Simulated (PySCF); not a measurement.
## Two-component Hartree-Fock for I⁺ (iodine, charge +1)

Start: [Kr] 4d10 5s2 5p4; 5p1/2 filled at m_j = +1/2; 5p3/2 filled at m_j = -1/2, +1/2, +3/2. Calculated with PySCF 2.14 in x2c-SVPall-2c with one added diffuse shell each of s, p type (7s9p4d, 54 functions): generalised Hartree-Fock with the X2C-1e Hamiltonian and a Gaussian nucleus; one run each with spin-orbit coupling (SO) switched off, then screened by Boettger's factors. This is a chosen level, not necessarily the ground level.

```tsv
spinor shell	electrons	ε, spin-free (eV)	ε, screened SO (eV)	weight of nominal j (screened SO)	rms radius, screened SO (bohr)
1s1/2	2	-33339.5	-33335.7	1.000	0.0312
2s1/2	2	-5258.7	-5257.5	1.000	0.127
2p1/2	2	-4715.4	-4923.3	1.000	0.109
2p3/2	4	-4715.4	-4621.3	1.000	0.115
3s1/2	2	-1112.4	-1111.9	1.000	0.334
3p1/2	2	-931.86	-971.97	1.000	0.327
3p3/2	4	-931.86	-913.36	1.000	0.338
3d3/2	4	-661.64	-668.49	1.000	0.311
3d5/2	6	-661.64	-656.53	1.000	0.314
4s1/2	2	-221.13	-220.90	1.000	0.788
4p1/2	2	-161.91	-169.67	1.000	0.828
4p3/2	4	-161.91	-158.12	1.000	0.853
4d3/2	4	-72.584	-73.491	0.992	0.995
4d5/2	6	-72.584	-71.670	0.994	0.998
5s1/2	2	-32.319	-32.242	0.999	2.08
5p3/2	3	-19.909	-20.439	0.536	2.48
5p1/2	1	-19.909	-18.585	0.504	2.52
```

| quantity | spin-free | screened SO |
| --- | --- | --- |
| E (hartree) | -7110.56723 | -7112.67642 |
| M_J | 2 | 2 |
| ⟨J²⟩ | 6.008 | 6.016 |
| ⟨L²⟩ | 2.005 | 2.358 |
| ⟨S²⟩ | 2.003 | 1.860 |

Each row is a mean over spinors that exchange with the open shell spreads, by up to 4.638 eV (5s1/2).

Rows whose weight is well below 1 are mixtures of j = l ± 1/2: exchange outweighs spin-orbit coupling there, and the label is only the starting occupation.

Breit and QED terms are absent; they matter most for the inner s and p1/2 levels.

Densities and radii are taken from the X2C orbitals without a picture-change correction, which distorts them close to the nucleus.

Without spin-orbit coupling the j labels of p, d and f shells carry no meaning; the spin-free column gives the mean over the occupied spinors of each nl shell.
